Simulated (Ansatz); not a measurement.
`BBC[SiH3]` + H₂O → `BBO` + `C[SiH3]` at 700 K and 1 bar (formal hydrolysis of a B–C bond).

Isolated molecules relaxed with PBE0-D4/def2-TZVP in Ansatz; ΔE leaves out vibrations. CCSD(T)/CBS adds triple-zeta CCSD(T) − MP2 to the extrapolated MP2 energy (def2 sets, frozen cores). This one scheme is used for every species. Each species was taken in one conformer, which may not be the lowest.

```tsv
species	CCSD(T)/CBS energy (Eh)	H − E (kJ/mol)	S (J/(mol·K))
`BBC[SiH3]`	-381.48606	304.4	470.3
H₂O	-76.37941	80.5	218.4
`BBO`	-127.16606	173.8	343.9
`C[SiH3]`	-330.73916	210.8	332.0
```

H − E and S are ideal-gas, rigid-rotor, harmonic terms from PBE0-D4/def2-TZVP, for one conformer and one mirror image of each species. 1 Eh = 2625.50 kJ/mol, R = 8.31446 J/(mol·K).

Problem. By hand: ΔE, ΔH, ΔS and ΔG.

Solution. ΔE = (-127.16606) + (-330.73916) − (-381.48606) − (-76.37941) = -0.03975 Eh = -104.4 kJ/mol. Δ(H − E) = 173.8 + 210.8 − 304.4 − 80.5 = -0.3, so ΔH = -104.7 kJ/mol. ΔS = 343.9 + 332.0 − 470.3 − 218.4 = -12.8 J/(mol·K). ΔG = -104.7 − 700 × (-12.8)/1000 = -95.7 kJ/mol.

Problem. By hand: the equilibrium constant, and the temperature at which ΔG would vanish if ΔH and ΔS stayed fixed.

Solution. log₁₀ K = −ΔG/(RT ln 10) = 7.1. ΔG = 0 at ΔH/ΔS = 8180 K, far beyond where these terms or the molecules hold.

The number of gas molecules stays the same, so ΔS is small and ΔH decides. A doubt of 5 kJ/mol in ΔE shifts log₁₀ K by 0.4 here. Other conformers and mirror images would add mixing entropy, several J/(mol·K) or more a flexible species. Modes under 60 cm⁻¹, often nearly free rotors, make the harmonic entropy too high. These are equilibria of isolated gas molecules and say nothing of rates. Largest T1 diagnostic: 0.013 (customary marks: 0.02 for closed shells, 0.045 for open ones).
